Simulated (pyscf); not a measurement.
PySCF, gas phase, ωB97X-D3(BJ)/def2-SVP geometries. MP2 and CC: frozen core, UHF for open shells. ΔMP2 is the change of the MP2 total energy from the triple- to the quadruple-zeta basis.

SMILES: [SeH][Mg][CH3]
```xyz
7

C      0.8450    -0.8476    -0.0714
Mg    -0.0161     1.0403     0.1036
Se    -1.0070     3.2423     0.2885
H      0.5811    -1.3351    -1.0265
H      0.5161    -1.5260     0.7358
H      1.9474    -0.8051    -0.0247
H     -1.6807     2.8415     1.5321
```

Problem. What is the homolytic dissociation enthalpy (298 K, CCSD(T)/def2-TZVPP + ΔMP2(QZVPP)) of the Mg–Se bond of H₃C–Mg–SeH (SMILES [CH3][Mg][SeH]), to [H₃C–Mg]• + SeH•?

Solution. Mg–Se to [H₃C–Mg]• + SeH•: 81.3 kcal/mol. The radicals are drawn with the spin at the cut bond; how far it spreads was not checked. Other isomers of [H₃C–Mg]• were not searched in full and may lie lower. The CCSD(T) − MP2 part came from Ansatz, without density fitting, on the same reference. The frozen core leaves the outer d or s,p core shells of the metals and heavy elements correlated in the MP2 and CC values, and def2-TZVPP describes them poorly, which can shift differences by a few kcal/mol. Left out: the spin-orbit lowering of SeH, which is large for Br, Se, Te and I. Elements up to Kr have no core potential and no relativistic terms here.
